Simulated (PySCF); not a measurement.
Identify the unknown among the candidates.

All candidates are C4H14Si3.

| technique | computed result |
| --- | --- |
| Dipole | 1.24 D [PBE0/pcSseg-1] |
| 13C NMR | chemical shifts (computed TMS as zero) by class: 155.9 (1 C), 125.2 (1 C), 24.4 (1 C), -5.6 (1 C) ppm [GIAO PBE0/pcSseg-1] |
| Rotational structure | rotational constants A, B, C: 1.533, 0.897, 0.824 GHz [GFN2-xTB] |
| NMR, other nuclei | isotropic shieldings of nuclei other than C and H, by class: 434 (1 Si), 437 (1 Si), 464 (1 Si) ppm [GIAO PBE0/pcSseg-1] |
| 1H NMR | chemical shifts (computed TMS as zero) by class: 6.91 (1 H), 5.88 (1 H), 4.50 (1 H), 4.19 (1 H), 4.01 (1 H), 3.35 (3 H), 1.91 (3 H), 0.36 (3 H) ppm [GIAO PBE0/pcSseg-1] |

The electronic properties come from PySCF, for the isolated species, density fitting. Levels stand in brackets. Geometry: GFN2-xTB, one conformer, isolated molecule. NMR classes are plain means over equivalent atoms (diastereotopic ones count apart unless rotation or inversion swaps them), as if these changed places fast.

Question: Which candidate is it?
A. `[SiH3][SiH]([SiH3])C1CCC1`
B. `CC1(C)C[Si@@H]([SiH3])[SiH2]1`
C. `C[Si@@H]1C[C@H](C[SiH3])[SiH2]1`
D. `C[SiH2]C/C([SiH3])=C\[SiH3]`
E. `C/C=C\[SiH2][Si@H](C)[SiH3]`

Answer: E. It is `C/C=C\[SiH2][Si@H](C)[SiH3]`. Numbering: `[CH3:1]/[CH:2]=[CH:3]\[SiH2:4][Si@H:5]([CH3:6])[SiH3:7]`. Its formula, C4H14Si3, gives 1 degree of unsaturation: 0 rings and 1 π bond in the structure found. 4 carbons fall into 4 classes; from least to most shielded: alkene CH carbon [C2] (155.9 ppm), alkene CH carbon [C3] (125.2 ppm), allylic carbon [C1] (24.4 ppm), Si-methyl carbon [C6] (-5.6 ppm). Hydrogen classes from least to most shielded: 1 H on an alkene CH carbon, C2 (6.91 ppm), 1 H on an alkene CH carbon, C3 (5.88 ppm), 1 H on an SiH2 silicon, Si4 (4.50 ppm), 1 H on an SiH2 silicon, Si4 (4.19 ppm), 1 H on an SiH silicon, Si5 (4.01 ppm), 3 H on an SiH3 silicon, Si7 (3.35 ppm), 3 H on an allylic carbon, C1 (1.91 ppm), 3 H on an Si-methyl carbon, C6 (0.36 ppm). The other shieldings belong to: 434 ppm, SiH2 silicon [Si4]; 437 ppm, SiH silicon [Si5]; 464 ppm, SiH3 silicon [Si7]. The optimised geometry has point group C1 and is an asymmetric top.

The others, at the same levels:
- `C[SiH2]C/C([SiH3])=C\[SiH3]` fails: its computed 13C shifts are 167.8 (1 C), 137.9 (1 C), 30.7 (1 C), -9.5 (1 C) ppm, 1H shifts are 6.35 (1 H), 4.31 (2 H), 4.20 (3 H), 4.13 (3 H), 2.22 (2 H), 0.15 (3 H) ppm and rotational constant A is 1.306 GHz (against 1.533 GHz).
- `[SiH3][SiH]([SiH3])C1CCC1` fails: it has 3 carbon classes against 4; its computed 13C shifts are 28.6 (2 C), 21.2 (1 C), 18.4 (1 C) ppm, 1H shifts are 3.82 (1 H), 3.40 (6 H), 2.30 (1 H), 2.29 (2 H), 2.14 (1 H), 2.03 (2 H), 2.00 (1 H) ppm and smallest rotational constant is 0.642 GHz (against 0.824 GHz).
- `CC1(C)C[Si@@H]([SiH3])[SiH2]1` fails: its computed 13C shifts are 35.4 (1 C), 33.0 (1 C), 32.8 (1 C), 28.9 (1 C) ppm, 1H shifts are 4.56 (1 H), 4.56 (1 H), 4.25 (1 H), 3.70 (3 H), 1.72 (1 H), 1.29 (3 H), 1.27 (3 H), 1.00 (1 H) ppm and rotational constant A is 2.380 GHz (against 1.533 GHz).
- `C[Si@@H]1C[C@H](C[SiH3])[SiH2]1` fails: its computed 13C shifts are 29.6 (1 C), 23.8 (1 C), 22.6 (1 C), -1.9 (1 C) ppm, 1H shifts are 4.87 (1 H), 4.62 (1 H), 4.26 (1 H), 3.76 (3 H), 2.21 (1 H), 1.77 (1 H), 1.21 (1 H), 1.14 (1 H), 0.99 (1 H), 0.35 (3 H) ppm and rotational constant A is 3.449 GHz (against 1.533 GHz).

Each candidate is one conformer, not necessarily the lowest. The conformers computed, where there is a choice (atom-mapped SMILES and torsion angles):
- `[CH3:1]/[CH:2]=[CH:3]\[SiH2:4][Si@H:5]([CH3:6])[SiH3:7]`: C2–C3–Si4–Si5 -70°, C3–Si4–Si5–C6 99°
- `[CH3:1][SiH2:2][CH2:3]/[C:4]([SiH3:5])=[CH:6]\[SiH3:7]`: C1–Si2–C3–C4 -50°, Si2–C3–C4–Si5 -74°
- `[SiH3:1][SiH:2]([SiH3:3])[CH:4]1[CH2:5][CH2:6][CH2:7]1`: Si1–Si2–C4–C5 168°
- `[CH3:1][Si@@H:2]1[CH2:3][C@H:4]([CH2:5][SiH3:6])[SiH2:7]1`: C3–C4–C5–Si6 174°
